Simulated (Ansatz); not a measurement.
Program: Ansatz. Geometries: PBE0-D4/def2-TZVP. ΔE: electronic, gas phase. CCSD(T)/CBS is the MP2 limit (def2-TZVPP, def2-QZVPP) plus CCSD(T) − MP2 in def2-TZVPP, frozen cores. Functionals use def2-TZVPP. Elements past krypton have def2 core potentials. For Ga, Sn outer-core shells are correlated without core-valence functions, which leaves a few kJ/mol of doubt a bond. Scalar relativity is left out up to krypton.

Consider the redistribution: `[CH3][SnH2][F]` + `C[Si](C)(C)[GaH2]` → `[CH3][SnH2][GaH2]` + `C[Si](C)(C)F`.

```json
{"level": "BLYP-D4", "ΔE (kJ/mol)": "-126.3", "difference from CCSD(T)/CBS": "12.3"}
{"level": "B97M-V", "ΔE (kJ/mol)": "-130.0", "difference from CCSD(T)/CBS": "8.6"}
{"level": "PBE0-D4", "ΔE (kJ/mol)": "-133.9", "difference from CCSD(T)/CBS": "4.7"}
{"level": "BHLYP-D4", "ΔE (kJ/mol)": "-145.2", "difference from CCSD(T)/CBS": "-6.6"}
{"level": "ωB97M-V", "ΔE (kJ/mol)": "-141.2", "difference from CCSD(T)/CBS": "-2.6"}
{"level": "revPBE", "ΔE (kJ/mol)": "-123.1", "difference from CCSD(T)/CBS": "15.5"}
{"level": "CAM-B3LYP", "ΔE (kJ/mol)": "-142.4", "difference from CCSD(T)/CBS": "-3.8"}
{"level": "LC-ωPBE", "ΔE (kJ/mol)": "-132.1", "difference from CCSD(T)/CBS": "6.5"}
{"level": "CCSD(T)/def2-TZVPP", "ΔE (kJ/mol)": "-141.4", "difference from CCSD(T)/CBS": "-2.8"}
{"level": "HF/CBS(def2)", "ΔE (kJ/mol)": "-151.0", "difference from CCSD(T)/CBS": "-12.4"}
{"level": "CCSD(T)/CBS", "ΔE (kJ/mol)": "-138.6", "difference from CCSD(T)/CBS": "0"}
```

Largest T1 diagnostic among the species: 0.013.

The D4 term adds +4.6 kJ/mol with B3LYP and +2.7 kJ/mol with PBE0; it sums over pairs of atoms, weighted by their polarisabilities, and B3LYP, whose exchange is more repulsive, gets the larger term. Leaving LDA and LC-ωPBE aside and taking each functional with its dispersion term where it has one, the values, not all of them listed here, spread over 27.0 kJ/mol, from BHLYP-D4 to revPBE-D4. LDA lies −14.1 kJ/mol from PBE without D4.

B3LYP here is the variant with VWN-RPA as its local correlation; programs differ in this.
